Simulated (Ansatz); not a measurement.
Reaction (cleavage of the B–Si bond): `B[SiH2]N` + `CO[SiH2]N` → `BN[SiH2]OC` + `N[SiH3]`

Computed with Ansatz on PBE0-D4/def2-TZVP structures; ΔE is electronic, products minus reactants. CBS: MP2 limit from def2 TZ/QZ plus the TZ coupled-cluster correction, frozen cores. This one scheme is used for every species. Functionals use def2-TZVPP. B3LYP here is the variant with VWN-RPA as its local correlation; programs differ in this. Each species was taken in one conformer, which may not be the lowest.

`B[SiH2]N`:

Cartesian coordinates in Å:
```
B 1.135 0.838 0.837
Si 0.189 -0.515 -0.296
N -1.427 -0.034 -0.653
H 0.556 1.670 1.473
H 2.326 0.802 0.947
H 0.327 -1.801 0.477
H 0.880 -0.762 -1.593
H -2.003 -0.592 -1.263
H -1.984 0.393 0.071
```

`CO[SiH2]N`:

Cartesian coordinates in Å:
```
C 0.857 -0.972 1.147
O 1.020 0.265 0.498
Si 0.172 0.682 -0.848
N -1.522 0.782 -0.679
H -0.147 -1.070 1.576
H 1.025 -1.813 0.462
H 1.587 -1.038 1.956
H 0.395 -0.347 -1.901
H 0.722 2.010 -1.194
H -2.129 0.008 -0.883
H -1.981 1.493 -0.134
```

`BN[SiH2]OC`:

```xyz
13

B    -2.642    0.242   -0.553
N    -1.545   -0.547   -0.186
Si   -0.099    0.007    0.586
O     1.128   -0.096   -0.495
C     2.485    0.035   -0.141
H    -3.583   -0.264   -1.093
H    -2.617    1.415   -0.313
H    -1.593   -1.531   -0.411
H    -0.337    1.401    1.032
H     0.235   -0.865    1.747
H     2.738    1.076    0.087
H     3.092   -0.290   -0.987
H     2.740   -0.584    0.727
```

`N[SiH3]`:

```xyz
7

N    -0.389    0.954    0.275
Si    0.341   -0.545   -0.147
H    -0.923    1.026    1.126
H    -0.790    1.533   -0.445
H     1.079   -1.044    1.041
H    -0.594   -1.629   -0.577
H     1.276   -0.296   -1.274
```

```
         level  ΔE (kJ/mol)  difference from CCSD(T)/CBS
        PBE-D4       -152.3                          5.8
     r2SCAN-D4       -157.6                          0.5
      B3LYP-D4       -160.8                         -2.7
       ωB97X-V       -155.9                          2.2
           PBE       -152.1                          6.0
        r2SCAN       -157.5                          0.6
 HF/def2-TZVPP       -162.1                         -4.0
MP2/def2-TZVPP       -167.2                         -9.1
  HF/CBS(def2)       -162.5                         -4.4
CCSD/CBS(def2)       -156.8                          1.3
   CCSD(T)/CBS       -158.1                            0
```

Largest T1 diagnostic among the species: 0.012.
